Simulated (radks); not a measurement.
Values are calculated unless marked as measured or tabulated.
Question: Ionisation of Re, [Xe] 4f14 5d5 6s2, to Re+, [Xe] 4f14 5d5 6s1, under several functionals. Scalar-relativistic Kohn-Sham, spin-polarised, spherical densities, finite nucleus; open shells are filled with parallel spins first (spin-orbit coupling, left out, can overturn this in heavy ions); a radial shooting solver on a logarithmic mesh with Libxc functionals. The NIST Atomic Spectra Database gives 7.834 eV (measured). Rank these functionals by the error of their Delta-SCF ionisation energy: RPBE; r2SCAN; exchange-only PBE; exchange-only B88; PW91; LDA (Slater exchange, Perdew-Zunger correlation); SOGGA; BP86; exchange-only r2SCAN.

Answer: From best to worst: BP86 7.904 eV (+0.070); PW91 7.712 eV (-0.121); RPBE 7.579 eV (-0.254); LDA (Slater exchange, Perdew-Zunger correlation) 8.160 eV (+0.326); SOGGA 7.440 eV (-0.394); r2SCAN 7.269 eV (-0.565); exchange-only PBE 6.739 eV (-1.094); exchange-only B88 6.534 eV (-1.300); exchange-only r2SCAN 5.979 eV (-1.855). Open shells are spherical and high-spin; term and fine-structure splittings are not resolved. Spin-orbit splitting is averaged out at the scalar-relativistic level.
